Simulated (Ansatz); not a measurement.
```xyz
2

N     0.0000    0.0000    0.0000
B     0.0000    0.0000    4.3400
```

Basis set: pcseg-2 (spherical functions). Charge 0, multiplicity 1.

Computed with Ansatz (development build ahead of 0.2.0); each method stands on the lowest determinant of its kind that the runs found.

The atomization energy at this shape (free ground-state atoms in the same class of orbitals less the molecule, no zero-point energy) of singlet BN in separate pieces:

```csv
method,atomization energy
RHF,-182.06 kcal/mol
```

(1) What does PBE (unrestricted) give?

Answers

(1) -22.03 kcal/mol. Caution: another spin multiplicity may lie lower; the shape is not the minimum. Caution for PBE (unrestricted): charge can spread falsely over distant fragments; the unrestricted determinant is a mixture of spin states. Caution for RHF: stretched shape with no unrestricted run beside it, a lower state can exist; the molecule lies well above its atoms at this level.
